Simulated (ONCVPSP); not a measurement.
# Before and after: ONCV potential for antimony

antimony, optimised norm-conserving Vanderbilt (ONCV), made with ONCVPSP 4.0.1 (PBE, scalar-relativistic). Core [Kr] 4d10, reference 5s2 5p2 (charge +1). Waves: 5s: rc 1.70 bohr, ncon 3, nbas 6, qcut 3 1/bohr, 1 projector; 5p: rc 1.85 bohr, ncon 3, nbas 8, qcut 4 1/bohr, 3 projectors, debl 3.9 Ha. Local part: polynomial inside 1.70 bohr (lpopt 5, dvloc0 1 Ha). Core correction: Teter function fitted to the true core (icmod 2), fcfact 0.7.

All-electron outer shells of the reference configuration (PBE, scalar-relativistic, ld1.x):

| shell | level (eV) | outermost node (bohr) | outermost maximum (bohr) |
| --- | --- | --- | --- |
| 4p | -110.31 | 0.39 | 0.76 |
| 4d | -42.01 | 0.38 | 0.84 |
| 5s | -20.64 | 0.95 | 1.88 |
| 5p | -11.99 | 1.04 | 2.24 |

Change: s: rc 1.88.

Cutoffs: the cutoffs (Ha) at which the residual kinetic energy of the hardest occupied pseudo-wave falls to 1 and 0.1 mHa per electron; they do not see the model core or the augmentation charge, which bear on the density cutoff. Errors are all-electron minus pseudo energies relative to the spin-unpolarised reference configuration.

Problem. How do hardness, ghosts and transferability respond?

Solution. The potential gets neither clearly harder nor softer (19 Ha and 29 Ha → 20 Ha and 32 Ha); both files keep a bound ghost (s); of the 4 tests that both files solve, the error grows in 2 and shrinks in 1 by more than 15 % and 0.3 meV (median size 13.6 → 5.8 meV).

```tsv
quantity	base	changed
cutoff, loose	19 Ha	20 Ha
cutoff, tight	29 Ha	32 Ha
loose cutoff by channel	s 19 Ha, p 6.4 Ha	s 20 Ha, p 6.4 Ha
bound ghosts	s	s
GHOST(+) flags under 300 eV	p at 251.7 eV	p at 251.7 eV
error for 5s2 5p3, meV [ΔE -8.32 eV]	+7.2	+7.6
error for 5s2 5p1, meV [ΔE 15.97 eV]	+2.4	+4.0
error for 5s2 5p0, meV [ΔE 40.38 eV]	+20	+31
error for 5s1 5p0, meV [ΔE 84.68 eV]	-43	+0.5
p: phases at 1.88 bohr within 0.05 rad from the reference energy up to (Ha; the scan ends near 5)	to the end of the scan	to the end of the scan
rms error of d²Exc/dni dnj with the model core, mHa	1.01	0.95
```

 A true bound ghost makes a file unfit for plane-wave use even where its test errors are small: the radial tests pick states by their node count and pass the ghost by.
